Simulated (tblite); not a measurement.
Species: C₄H₁₀GeSi.
Numbering: `[CH3:1][C:2]#[C:3][GeH2:4][CH2:5][SiH3:6]` (hydrogens: H7, H8, H9 on C1; H10, H11 on Ge4; H12, H13 on C5; H14, H15, H16 on Si6)

Computed with GFN2-xTB (tblite), gas phase: L-BFGS steps from a force-field or distance-geometry start until the largest atomic force falls under 0.01 eV/Å.

Step 5: E = -468.8201 eV
```
atom  x, y, z in Å  |  force x, y, z in eV/Å
C1      3.7828    0.1545    0.3354   -0.157   0.110   0.048
C2      2.3882   -0.2088    0.4916   -0.163  -0.060   0.019
C3      1.2314   -0.5334    0.6229    0.145   0.038   0.046
Ge4    -0.5920   -1.0290    0.8298   -0.064   0.056  -0.204
C5     -1.7456   -0.2876   -0.5969   -0.034  -0.196  -0.310
Si6    -2.8362    1.0551    0.1788   -0.049   0.029   0.037
H7      4.3010   -0.5990   -0.2438    0.083  -0.181  -0.147
H8      4.2643    0.2374    1.3049    0.003  -0.025   0.173
H9      3.8761    1.1129   -0.1703   -0.069   0.065  -0.075
H10    -0.6871   -2.5275    0.8659    0.102  -0.096   0.045
H11    -1.1211   -0.4924    2.1317    0.206  -0.139   0.142
H12    -1.1513    0.0866   -1.4407   -0.139  -0.054   0.275
H13    -2.3816   -1.0889   -0.9969    0.191   0.187   0.055
H14    -4.0310    0.4255    0.7537    0.028  -0.003   0.011
H15    -2.0433    1.6534    1.2585   -0.118   0.211  -0.047
H16    -3.2622    2.0501   -0.8009    0.034   0.058  -0.068
```

Step 6: E = -468.8346 eV
```
atom  x, y, z in Å  |  force x, y, z in eV/Å
C1      3.7760    0.1545    0.3361   -0.020   0.057   0.024
C2      2.3833   -0.2066    0.4994   -0.082  -0.076  -0.066
C3      1.2283   -0.5349    0.6295    0.171   0.055   0.005
Ge4    -0.5892   -1.0291    0.8220   -0.136  -0.002  -0.140
C5     -1.7510   -0.2897   -0.5944   -0.052  -0.109  -0.267
Si6    -2.8419    1.0621    0.1791    0.031  -0.037   0.044
H7      4.3051   -0.5942   -0.2452   -0.022  -0.175  -0.095
H8      4.2572    0.2295    1.3072    0.016   0.038   0.138
H9      3.8719    1.1087   -0.1778   -0.083   0.087  -0.004
H10    -0.6789   -2.5243    0.8712    0.095  -0.147   0.010
H11    -1.0985   -0.5101    2.1310    0.133  -0.069   0.208
H12    -1.1556    0.0828   -1.4338   -0.064   0.030   0.196
H13    -2.3743   -1.0912   -1.0075    0.097   0.147   0.101
H14    -4.0312    0.4214    0.7562    0.039   0.033  -0.004
H15    -2.0496    1.6732    1.2589   -0.152   0.146  -0.111
H16    -3.2591    2.0566   -0.8082    0.030   0.020  -0.038
```

**Question.** Estimate the geometry and energy of step 7. (The exact step hangs on the optimiser's Hessian estimate; all steps are aligned on step 6, rigid shifts and turns removed.)

**Answer.** E = -468.8432 eV, largest force 0.230 eV/Å
```
atom  x, y, z in Å  |  force x, y, z in eV/Å
C1      3.7726    0.1549    0.3367    0.077   0.004   0.004
C2      2.3805   -0.2061    0.5027    0.031  -0.058  -0.110
C3      1.2271   -0.5354    0.6339    0.092   0.039  -0.022
Ge4    -0.5898   -1.0290    0.8141   -0.122  -0.060  -0.021
C5     -1.7550   -0.2919   -0.5957   -0.055   0.017  -0.101
Si6    -2.8446    1.0654    0.1792    0.058  -0.052   0.013
H7      4.3066   -0.5939   -0.2474   -0.101  -0.108  -0.022
H8      4.2529    0.2254    1.3110    0.003   0.068   0.055
H9      3.8677    1.1080   -0.1824   -0.080   0.058   0.057
H10    -0.6721   -2.5252    0.8747    0.086  -0.139  -0.018
H11    -1.0823   -0.5221    2.1345    0.096  -0.042   0.192
H12    -1.1588    0.0815   -1.4268    0.029   0.106   0.061
H13    -2.3689   -1.0909   -1.0127   -0.029   0.033   0.063
H14    -4.0306    0.4194    0.7577    0.038   0.047  -0.011
H15    -2.0562    1.6881    1.2572   -0.154   0.108  -0.132
H16    -3.2566    2.0607   -0.8133    0.032  -0.020  -0.009
```

The energy changes by -0.0086 eV. The first-order estimate −F·Δx gives -0.0122 eV and the mean of the old and new forces, exact on a quadratic surface, -0.0086 eV. The step makes an angle of 60° with the force vector and moves no atom by more than 0.020 Å.

What follows is the cost of the whole relaxation. Time: 4.0 s wall. Hardware: Intel Xeon at 2.50 GHz, one thread, shared host with 64 logical CPUs at a one-minute load of 60.
